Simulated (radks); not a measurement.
Spherical quantum dot in the effective-mass picture: electrons in a parabolic well V = omega^2 r^2 / 2 with omega = 0.369, all in effective atomic units (hartree* = m*/eps^2 hartree, bohr* = eps/m* bohr), one dielectric constant everywhere. Method: non-relativistic Kohn-Sham, PBEsol, spin-polarised, spherical densities; computed with a radial shooting solver with Libxc functionals. Levels are named by radial order and angular momentum (1s, 1p, 1d, 2s, ...), and open shells are averaged over m.

N = 6, configuration 1s2 1p(up 3, down 1). This is the lowest configuration that the search found. Occupied and some empty levels:

level,occupation,eigenvalue (hartree*),<r> (bohr*)
1s up,1,2.2943,2.493
1s down,1,2.3309,2.458
1p up,3,2.5025,3.054
1p down,1,2.5446,3.056
1d up,0,2.7477,3.477
1d down,0,2.7893,3.496
2s up,0,2.8235,3.056
2s down,0,2.8494,3.074
1f up,0,3.0192,3.837
1f down,0,3.0578,3.865

Energy (hartree*): total 9.47873, kinetic 1.5768, external 3.7229, Hartree 5.6369, exchange-correlation -1.4580.
